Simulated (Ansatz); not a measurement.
Calculated with Ansatz (gas phase, PBE0-D4/def2-TZVP geometries, no zero-point term in ΔE). CBS: MP2 limit from def2 TZ/QZ plus the TZ coupled-cluster correction, frozen cores. This one scheme is used for every species. DFT in def2-TZVPP. def2 core potentials past Kr. For Te outer-core shells are correlated without core-valence functions, which leaves a few kJ/mol of doubt a bond. One conformer a species, not always the lowest.

Consider the hydrogenolysis of a B–O bond: `OB[TeH]` + H₂ → `B[TeH]` + H₂O.

```tsv
level	ΔE (kJ/mol)	difference from CCSD(T)/CBS
LDA (SPW92)	105.7	14.5
revPBE-D4	99.7	8.5
r2SCAN0-D4	98.8	7.6
CAM-B3LYP-D4	100.1	8.9
ωB97X-V	97.1	5.9
B2PLYP	96.2	5.0
PBE	96.2	5.0
PBE0	92.8	1.6
r2SCAN0	98.0	6.8
CAM-B3LYP	97.8	6.6
CCSD(T)/def2-SVP	110.6	19.4
HF/def2-TZVPP	86.4	-4.8
MP2/def2-TZVPP	98.4	7.2
CCSD/def2-TZVPP	89.7	-1.5
CCSD(T)/def2-TZVPP	92.3	1.1
HF/CBS(def2)	86.2	-5.0
CCSD(T)/CBS	91.2	0
```

Largest T1 diagnostic among the species: 0.015.

From r2SCAN to r2SCAN0 (25 % exact exchange), in def2-TZVPP and without D4, ΔE moves by −4.1 kJ/mol. Leaving LDA and LC-ωPBE aside and taking each functional with its dispersion term where it has one, the values, not all of them listed here, spread over 8.3 kJ/mol, from PBE-QIDH to r2SCAN-D4. LDA lies +9.6 kJ/mol from PBE without D4.
